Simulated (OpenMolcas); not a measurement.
# Ta I: effect of the basis set

```yaml
Program: OpenMolcas 26.06
Method: CASSCF
Active_space: 3 electrons in 5 orbitals (5d)
State_averaging: 2S+1 = 4 even, 10 roots; 2S+1 = 2 even, 40 roots
Spin-orbit_coupling: state interaction with AMFI integrals over the reference wave functions, term energies averaged over their components
```

A. ANO-R1 [7s5p4d2f], X2C, finite nucleus; cost about 18 core-seconds
B. ANO-RCC-VDZP [7s6p4d2f1g], DKH2, point nucleus; cost of the order of 13 core-seconds
C. ANO-R2 [8s6p5d3f1g], X2C, finite nucleus; cost about 16 core-seconds
D. ANO-RCC-VTZP [8s7p5d3f2g1h], DKH2, point nucleus; cost of the order of 17 core-seconds
E. ANO-R3 [9s7p6d4f3g2h], X2C, finite nucleus; cost of the order of 28 core-seconds
F. ANO-RCC-VQZP [9s8p6d4f3g2h], DKH2, point nucleus; cost of the order of 24 core-seconds

Energies in cm-1 above 5d3 6s2 4F 3/2, the measured ground level; measured values from NIST Handbook of Basic Atomic Spectroscopic Data.

```
                   Level      A      B      C      D      E      F  Measured
          5d3 6s2 4F 3/2    0.0    0.0    0.0    0.0    0.0    0.0       0.0
          5d3 6s2 4F 5/2   2027   2084   2090   2058   2061   2067      2010
          5d3 6s2 4F 7/2   4216   4301   4314   4255   4262   4277      3964
          5d3 6s2 4F 9/2   6298   6376   6401   6323   6337   6360      5621
   5d3 6s2 4P 3/2 [60 %]  10649  10419  10555  10532  10546  10565      6069
          5d3 6s2 4P 1/2  11330  11156  11308  11270  11281  11298      6049
          5d3 6s2 2G 7/2  13102  12928  13094  13030  13048  13075          
          5d3 6s2 4P 5/2  14281  14168  14330  14252  14267  14293      9253
5d3 6s2 2D 3/2(1) [51 %]  16349  16166  16324  16249  16262  16296          
          5d3 6s2 2P 1/2  17246  17075  17257  17174  17185  17218          
         5d3 6s2 2H 11/2  18279  18107  18304  18219  18226  18257          
       5d3 6s2 2D 5/2(1)  20036  19863  20059  19965  19969  20005          
   5d3 6s2 2P 3/2 [58 %]  21956  21863  22090  21965  21966  22002          
          5d3 6s2 2F 7/2  26381  26062  26245  26169  26160  26206          
          5d3 6s2 2F 5/2  26654  26313  26489  26419  26409  26457          
       5d3 6s2 2D 5/2(2)  39741  39255  39443  39355  39316  39387          
       5d3 6s2 2D 3/2(2)  40143  39641  39827  39743  39703  39774
```

Deviations, from unrounded energies. A percentage is the sum of absolute deviations over the sum of measured energies, with the sign that they share, or ± where signs differ.

```tsv
Against measurement	Levels	A	B	C	D	E	F
mean absolute deviation (cm-1)	6	2600	2600	2700	2600	2600	2600
fine structure of the ground term (%)	3	+8.2	+10.1	+10.4	+9.0	+9.2	+9.6
other terms of the ground configuration (%)	3	+69.7	+67.2	+69.3	+68.7	+68.9	+69.2
```

A, B, C, D, E, F lie about equally close to measurement. The largest miss of B in the table is 5d3 6s2 4P 1/2, by +5100 cm-1. The ranking rests on the paired levels alone, and a cruder setting can come out closer through cancelling errors.

Among A to F the level of the table that moves most is 5d3 6s2 2D 3/2(2), by 500 cm-1 (lowest in B, highest in A).

Without dynamic correlation excited terms often stand tens of per cent too high (terms of higher spin than the ground term too low), and those without a measured partner can miss by more than the paired ones. With the s shell closed, the reference lacks s² → p², s² → d² and s → d mixing, so excited terms can stand far too high and out of order, with CASPT2 too. Computed and measured levels are paired by configuration, term and J; levels that our copy of the source lacks, or whose pairing is in doubt (as where it misses far off the trend of its configuration), stay unpaired and out of the deviations. Only configurations of the active space appear. The table leaves out levels that lie high or whose names do not pair safely across all columns.

A share in square brackets marks a mixed level and gives the weight of the term that names it, the lowest over the columns. A number in round brackets counts repeated terms of one configuration in the order of the reference energies.
